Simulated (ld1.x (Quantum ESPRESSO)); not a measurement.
**manganese: one change to a TM potential, before and after**

- Element: Mn
- Generator: ld1.x (Quantum ESPRESSO) 7.5
- Type: norm-conserving Troullier–Martins (Kleinman–Bylander form)
- Functional: PBE
- Relativity: scalar-relativistic
- Frozen core: [Ar]
- Valence charge: 7
- Reference configuration: 3d5 4s2 4p0
- Partial waves: 4s (bound): rc 2.25 bohr; 4p (bound, empty): rc 2.55 bohr; 3d (bound): rc 1.15 bohr
- Local potential: all-electron potential smoothed inside 0.90 bohr (lloc = -2)
- Core correction: Bessel-smoothed model core inside 0.95 bohr

All-electron outer shells of the reference configuration (PBE, scalar-relativistic, ld1.x):

```tsv
shell	level (eV)	outermost node (bohr)	outermost maximum (bohr)
3s	-85.88	0.34	0.74
3p	-54.59	0.31	0.75
3d	-6.77	–	0.76
4s	-5.11	1.05	2.51
4p	-1.37	1.16	3.43
```

Change: local potential all-electron potential smoothed inside 2.40 bohr (lloc = -2).

Cutoffs: the cutoffs (Ry, on a coarse ladder) from which the occupation-weighted sum of valence levels, in a spherical-Bessel basis at the reference potential, stays within 10 and 1 mRy of its value at 400 Ry; they do not see the model core or the augmentation charge, which bear on the density cutoff. Errors are all-electron minus pseudo energies relative to the spin-unpolarised reference configuration.

Task: Predict the effect on cutoff, ghosts and configuration errors.

Result: The potential gets neither clearly harder nor softer (160 Ry and 180 Ry → 160 Ry and 180 Ry); the bound ghost in p, s disappears; the number of tests that count goes from 6 to 7; of the 6 tests that both files solve, the error grows in 4 and shrinks in 0 by more than 15 % and 0.3 meV (median size 214.6 → 349.1 meV); the range in which the p phases agree narrows (upper end 4.9 → 2.1); the range in which the d phases agree narrows (upper end at the end of the scan → 0.6). In the separable form a ghost depends on how the local part lies against the semilocal potential of the channel, so the choice of the local part can create or remove one. The local part now departs from the all-electron potential out to 2.40 bohr, far beyond the d radius of 1.15 bohr, and whatever the projectors do not describe feels it: the likely cause.

| quantity | base | changed |
| --- | --- | --- |
| cutoff, loose | 160 Ry | 160 Ry |
| cutoff, tight | 180 Ry | 180 Ry |
| bound ghosts | s, p | none |
| tests counted (converged, no solver errors) | 6 of 7 | 7 of 7 |
| error for 3d5 4s1 4p0, meV [ΔE 8.42 eV] | -8.5 | -8.4 |
| error for 3d5 4s0 4p0, meV [ΔE 24.01 eV] | -51 | -53 |
| error for 3d4 4s0 4p0, meV [ΔE 56.53 eV] | -192 | -386 |
| error for 3d3 4s0 4p0, meV [ΔE 107.30 eV] | -1373 | -2078 |
| error for 3d4 4s2 4p0, meV [ΔE 13.19 eV] | -238 | -333 |
| error for 3d6 4s0 4p0, meV [ΔE 6.81 eV] | -251 | -365 |
| s: phases at 2.75 bohr within 0.05 rad from the reference energy up to (Ry; the scan ends near 5) | 2.5 | 1.9 |
| p: phases at 2.75 bohr within 0.05 rad from the reference energy up to (Ry; the scan ends near 5) | 4.9 | 2.1 |
| d: phases at 2.75 bohr within 0.05 rad from the reference energy up to (Ry; the scan ends near 5) | to the end of the scan | 0.6 |

Base: Tests not counted: 3d5 4s0 4p2 (solver errors, printed error -10.7 eV). A true bound ghost makes a file unfit for plane-wave use even where its test errors are small: the radial tests pick states by their node count and pass the ghost by. Where a test does run into it, the solver fails or the error is huge.
